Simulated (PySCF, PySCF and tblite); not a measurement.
One step of a conformer study of C₅H₉ClO, numbered as in [Cl:1][C@@H:2]1[CH2:3][CH2:4][CH2:5][O:6][CH2:7]1: GIAO OPBE/pcSseg-1 NMR shielding, non-relativistic, IEF-PCM dichloromethane in PySCF 2.14.0, density-fitted response routines; conformer with 6-ring chair (all substituents equatorial).

The 6-ring runs over atoms 2–3–4–5–6–7.

Input:

```
{"job": {"xc": "OPBE", "basis": "pcSseg-1", "solvent": "dichloromethane", "kind": "nmr", "pop": false}, "charge": 0, "multiplicity": 1}
Cl     2.227457     1.932025    -0.251497
C      0.988001     0.800437     0.354021
C      1.034072    -0.507006    -0.425228
C     -0.112865    -1.395607     0.059232
C     -1.430959    -0.629943    -0.057284
O     -1.397149     0.577486     0.672857
C     -0.392297     1.444415     0.210854
H      1.209357     0.627406     1.410506
H      1.995737    -1.001871    -0.282166
H      0.914419    -0.295554    -1.490596
H     -0.162443    -2.309009    -0.533402
H      0.049669    -1.666391     1.103922
H     -1.643589    -0.417838    -1.116713
H     -2.258358    -1.204433     0.363055
H     -0.562936     1.705020    -0.845467
H     -0.465714     2.349807     0.816496
```

Launched as:

```sh
OMP_NUM_THREADS=1 python ens_run.py task.json out
```

Question: About how long does this step take on 1 thread of Arm Neoverse V1, on a host shared with other jobs (rough)?

Answer: About 17 s, peak memory 0.71 GiB, launched as `OMP_NUM_THREADS=1 python ens_run.py task.json out`, with 171 basis functions.

Output (atoms count from 0 there):

```
coarse grid: 13720 points
cycle   1  E = -731.0651582678  dE =  6.530e-01  |g| = 5.915e-01  |ddm| = 3.556e+00
cycle   2  E = -730.9383611706  dE =  1.268e-01  |g| = 9.977e-01  |ddm| = 1.755e+00
cycle   3  E = -731.1380808154  dE = -1.997e-01  |g| = 1.477e-01  |ddm| = 1.274e+00
cycle   4  E = -731.1423362105  dE = -4.255e-03  |g| = 4.231e-02  |ddm| = 1.666e-01
cycle   5  E = -731.1426672097  dE = -3.310e-04  |g| = 1.565e-02  |ddm| = 4.381e-02
cycle   6  E = -731.1427207124  dE = -5.350e-05  |g| = 3.479e-03  |ddm| = 1.715e-02
cycle   7  E = -731.1427231405  dE = -2.428e-06  |g| = 1.151e-03  |ddm| = 4.385e-03
final grid: 127344 points
cycle   8  E = -731.1793929205  dE = -1.392e-04  |g| = 3.113e-02  |ddm| = 6.879e-02
cycle   9  E = -731.1790131834  dE =  3.797e-04  |g| = 5.485e-02  |ddm| = 6.763e-02
cycle  10  E = -731.1795478943  dE = -5.347e-04  |g| = 5.783e-03  |ddm| = 4.704e-02
cycle  11  E = -731.1795534230  dE = -5.529e-06  |g| = 9.731e-04  |ddm| = 6.133e-03
cycle  12  E = -731.1795536426  dE = -2.196e-07  |g| = 2.814e-04  |ddm| = 1.026e-03
cycle  13  E = -731.1795536615  dE = -1.888e-08  |g| = 6.321e-05  |ddm| = 3.188e-04
cycle  14  E = -731.1795536623  dE = -7.528e-10  |g| = 3.086e-05  |ddm| = 8.564e-05
converged SCF energy = -731.1795536623

GIAO shielding tensors (ppm)
atom      isotropic    diamagn.    paramagn.     s11        s22        s33       span
  0 Cl     812.564    1146.750    -334.186    641.514    715.999   1080.179    438.665
  1 C      127.356     247.574    -120.218     97.227    122.098    162.744     65.517
  2 C      150.279     247.561     -97.282    139.507    147.423    163.906     24.399
  3 C      156.140     248.685     -92.546    146.108    158.463    163.848     17.741
  4 C      117.945     245.276    -127.331     93.252    105.088    155.495     62.243
  5 O      265.873     394.674    -128.801    227.504    276.699    293.415     65.911
  6 C      112.605     244.284    -131.680     84.861     98.859    154.095     69.234
  7 H       27.644      30.027      -2.383     22.740     28.739     31.454      8.714
  8 H       29.336      29.882      -0.546     24.505     28.704     34.798     10.293
  9 H       30.024      30.387      -0.363     26.613     29.723     33.735      7.122
 10 H       29.967      29.555       0.413     25.482     27.410     37.010     11.529
 11 H       29.818      30.384      -0.566     26.083     27.936     35.435      9.352
 12 H       28.082      29.375      -1.293     23.558     27.318     33.371      9.813
 13 H       27.603      28.417      -0.814     23.256     26.479     33.074      9.817
 14 H       28.196      29.098      -0.902     23.664     29.409     31.514      7.850
 15 H       27.428      28.559      -1.131     22.616     28.355     31.314      8.698
```
